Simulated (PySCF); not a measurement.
PySCF input for GeI, SMILES [Ge][I] (connectivity only; charge and spin as stated), charge +1, multiplicity 1, TDA-LC-ωPBE/def2-TZVPD. Geometry: B3LYP-D3(BJ)/def2-TZVP. The multiplicity is an assumed one; other spin states were not compared. The def2 effective core potentials stand for the cores of I; spin–orbit coupling is left out.

```python
import numpy as np
from pyscf import gto, scf, dft, tdscf

mol = gto.M(
    atom='''
    Ge    0.00000000    0.00000000   -1.50938002
    I     0.00000000    0.00000000    0.91132378
    ''',
    basis='def2-TZVPD',
    ecp={'I': 'def2-tzvp'},
    charge=1,
    spin=0,
    symmetry=True,
    symmetry_subgroup='C2v',
    max_memory=1600,
    verbose=4,
)
mf = dft.RKS(mol, xc='lc_wpbe').density_fit(auxbasis='def2-universal-jkfit')
mf.grids.level = 3
mf.conv_tol = 1e-9
mf.max_cycle = 100
mf.kernel()
mf.grids = dft.Grids(mol).set(level=1).build(with_non0tab=True)  # coarser grid for the response kernel
td = tdscf.TDA(mf)
td.singlet = True
td.nstates = 10
td.conv_tol = 1e-4
td.kernel(x0=td.get_init_guess(mf, 15))
td.analyze()
tt = tdscf.TDA(mf)
tt.singlet = False
tt.nstates = 4
tt.conv_tol = 1e-4
tt.kernel(x0=tt.get_init_guess(mf, 9))
tt.analyze(verbose=3)
```

It prints:

```
PySCF version 2.14.0

[INPUT] verbose = 4
[INPUT] num. atoms = 2
[INPUT] num. electrons = 56
[INPUT] charge = 1
[INPUT] spin (= nelec alpha-beta = 2S) = 0
[INPUT] symmetry True subgroup C2v
[INPUT] Mole.unit = angstrom
[INPUT] Symbol           X                Y                Z      unit          X                Y                Z       unit  Magmom
[INPUT]  1 Ge     0.000000000000   0.000000000000  -1.509380020000 AA    0.000000000000   0.000000000000  -2.852314855691 Bohr   0.0
[INPUT]  2 I      0.000000000000   0.000000000000   0.911323780000 AA    0.000000000000   0.000000000000   1.722152355003 Bohr   0.0

nuclear repulsion = 174.883754359373
point group symmetry = Coov, use subgroup C2v
symmetry origin: [ 0.00000000e+00  0.00000000e+00 -6.66962157e-09]
symmetry axis x: [1. 0. 0.]
symmetry axis y: [0. 1. 0.]
symmetry axis z: [0. 0. 1.]
num. orbitals of irrep A1 = 49
num. orbitals of irrep A2 = 12
num. orbitals of irrep B1 = 26
num. orbitals of irrep B2 = 26
number of shells = 37
number of NR pGTOs = 210
number of NR cGTOs = 113
basis = def2-TZVPD
ecp = {'I': 'def2-tzvp'}


[settings echo left out]
init E= -2331.53103696207
HOMO (A1) = -0.789692786686373  LUMO (B2) = -0.441355932176474  gap/eV = 9.47873
cycle= 1 E= -2372.37731424561  delta_E= -40.8  |g|= 3.34  |ddm|= 19.3
HOMO (A1) = -0.37810716437771  LUMO (B1) = -0.205427094156057  gap/eV = 4.69886
cycle= 2 E= -2369.53944161535  delta_E= 2.84  |g|= 4.11  |ddm|= 8.09
HOMO (A1) = -0.496946755962639  LUMO (B2) = -0.204276799391849  gap/eV = 7.96396
cycle= 3 E= -2373.84034005614  delta_E= -4.3  |g|= 0.997  |ddm|= 4.77
HOMO (B2) = -0.54732699028083  LUMO (B2) = -0.311268763321308  gap/eV = 6.42347
cycle= 4 E= -2374.16888954506  delta_E= -0.329  |g|= 0.394  |ddm|= 1.67
HOMO (B1) = -0.573055195552875  LUMO (B1) = -0.281088081756849  gap/eV = 7.94483
cycle= 5 E= -2374.17833924202  delta_E= -0.00945  |g|= 0.163  |ddm|= 0.399
HOMO (B2) = -0.608269845195096  LUMO (B1) = -0.261296242544582  gap/eV = 9.44163
cycle= 6 E= -2374.18774867868  delta_E= -0.00941  |g|= 0.032  |ddm|= 0.225
HOMO (B2) = -0.611639589290334  LUMO (B1) = -0.25974685950505  gap/eV = 9.57549
cycle= 7 E= -2374.18826298802  delta_E= -0.000514  |g|= 0.0151  |ddm|= 0.0614
HOMO (B1) = -0.611487685282441  LUMO (B2) = -0.258726874200313  gap/eV = 9.59911
cycle= 8 E= -2374.1883258122  delta_E= -6.28e-05  |g|= 0.00513  |ddm|= 0.0228
HOMO (B1) = -0.61074102730533  LUMO (B2) = -0.258831756884128  gap/eV = 9.57594
cycle= 9 E= -2374.18834072886  delta_E= -1.49e-05  |g|= 0.00228  |ddm|= 0.0117
HOMO (B2) = -0.610602976150346  LUMO (B1) = -0.259067882103423  gap/eV = 9.56576
cycle= 10 E= -2374.18834522804  delta_E= -4.5e-06  |g|= 0.000417  |ddm|= 0.00799
HOMO (B2) = -0.610599554450445  LUMO (B1) = -0.259009112137669  gap/eV = 9.56726
cycle= 11 E= -2374.18834551548  delta_E= -2.87e-07  |g|= 8.05e-05  |ddm|= 0.00219
HOMO (B2) = -0.610612769443797  LUMO (B2) = -0.259004664573297  gap/eV = 9.56774
cycle= 12 E= -2374.18834551893  delta_E= -3.44e-09  |g|= 1.32e-05  |ddm|= 0.000223
HOMO (B1) = -0.610612425041829  LUMO (B1) = -0.259004780433266  gap/eV = 9.56773
cycle= 13 E= -2374.18834551907  delta_E= -1.44e-10  |g|= 3.18e-06  |ddm|= 4.5e-05
HOMO (B2) = -0.610612176010903  LUMO (B1) = -0.259005226731219  gap/eV = 9.56771
Extra cycle  E= -2374.18834551907  delta_E= -2.27e-12  |g|= 1.27e-06  |ddm|= 8.49e-06
converged SCF energy = -2374.18834551907
tot grids = 15448


******** <class 'pyscf.tdscf.rks.TDA'> for <class 'pyscf.df.df_jk.DFSymAdaptedRKS'> ********
nstates = 10 singlet
deg_eia_thresh = 1.000e-03
wfnsym = None
conv_tol = 0.0001
eigh lindep = 1e-12
eigh level_shift = 0
eigh max_cycle = 100


Excitation energies (eV)
[3.86797262 4.02233673 4.0223853  4.05524727 4.05524727 5.38381612
 6.79439551 6.79439551 9.24131521 9.24131521]

** Singlet excitation energies and oscillator strengths **
Excited State   1:   A2      3.86797 eV    320.54 nm  f=0.0000
      27 -> 30        0.49689
      28 -> 29       -0.49689
Excited State   2:   A1      4.02234 eV    308.24 nm  f=0.0000
      27 -> 29        0.49729
      28 -> 30       -0.49729
Excited State   3:   A2      4.02239 eV    308.24 nm  f=0.0000
      27 -> 30       -0.49729
      28 -> 29       -0.49729
Excited State   4:   B1      4.05525 eV    305.74 nm  f=0.0132
      26 -> 29        0.70172
Excited State   5:   B2      4.05525 eV    305.74 nm  f=0.0132
      26 -> 30        0.70172
Excited State   6:   A1      5.38382 eV    230.29 nm  f=0.0864
      26 -> 31       -0.33553
      27 -> 29       -0.43172
      28 -> 30       -0.43172
Excited State   7:   B1      6.79440 eV    182.48 nm  f=0.0004
      27 -> 31        0.68962
      27 -> 38        0.10605
Excited State   8:   B2      6.79440 eV    182.48 nm  f=0.0004
      28 -> 31        0.68962
      28 -> 38        0.10605
Excited State   9:   B1      9.24132 eV    134.16 nm  f=0.1842
      27 -> 32       -0.67285
      27 -> 38        0.13583
Excited State  10:   B2      9.24132 eV    134.16 nm  f=0.1842
      28 -> 32        0.67285
      28 -> 38       -0.13583

** Transition electric dipole moments (AU) **
state          X           Y           Z        Dip. S.      Osc.
  1        -0.0000      0.0000      0.0000      0.0000      0.0000
  2        -0.0000     -0.0000     -0.0000      0.0000      0.0000
  3         0.0000     -0.0000     -0.0000      0.0000      0.0000
  4         0.3648      0.0000      0.0000      0.1330      0.0132
  5        -0.0000      0.3647      0.0000      0.1330      0.0132
  6        -0.0000     -0.0000      0.8091      0.6547      0.0864
  7         0.0481      0.0000      0.0000      0.0023      0.0004
  8        -0.0000      0.0481     -0.0000      0.0023      0.0004
  9        -0.9020      0.0000     -0.0000      0.8136      0.1842
 10        -0.0000      0.9020     -0.0000      0.8136      0.1842

WARN: ECP detected. Skipping calculation of transition velocity and magnetic dipole moments, which have not yet been implemented.



******** <class 'pyscf.tdscf.rks.TDA'> for <class 'pyscf.df.df_jk.DFSymAdaptedRKS'> ********
nstates = 4 triplet
deg_eia_thresh = 1.000e-03
wfnsym = None
conv_tol = 0.0001
eigh lindep = 1e-12
eigh level_shift = 0
eigh max_cycle = 100


Excitation energies (eV)
[2.96494948 2.96494948 3.27934911 3.53153672]

** Triplet excitation energies and oscillator strengths **
Excited State   1:   B1      2.96495 eV    418.17 nm  f=0.0000
Excited State   2:   B2      2.96495 eV    418.17 nm  f=0.0000
Excited State   3:   A1      3.27935 eV    378.08 nm  f=0.0000
Excited State   4:   A1      3.53154 eV    351.08 nm  f=0.0000
```

The run converged.
